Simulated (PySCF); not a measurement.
Computed shifts of a molecule CH9NO2Si2, PBE/pcSseg-1 (PySCF), GIAO, gas phase, atoms alike by connectivity averaged where their shifts nearly agree, in ppm (number of nuclei): ²⁹Si: -16.5 (1), -48.9 (1). ¹³C: 37.8 (1). ¹⁵N: 19.6 (1). ¹H: 5.42 (1), 5.02 (3), 4.25 (1), 2.91 (1), 2.45 (1), 2.39 (1), -0.61 (1). References: ¹⁷O against H2O (σ = 334.3 ppm); ²⁹Si against TMS (σ = 335.4 ppm); ¹³C against TMS (σ = 182.0 ppm); ¹⁵N against NH3 (σ = 267.0 ppm); ¹H against TMS (σ = 31.49 ppm), references at their B3LYP-D3(BJ)/def2-TZVP geometries, non-relativistic. Coordinates come from a B3LYP-D3(BJ)/def2-SVP optimisation. One conformer was computed; it need not be the lowest.

Q: Pick the molecule that these values belong to.
A. N[SiH2]C[SiH](O)O
B. C[Si@H](N)O[SiH2]O
C. CO[SiH2]O[SiH2]N
D. O[SiH](O)CN[SiH3]

A: D, O[SiH](O)CN[SiH3]
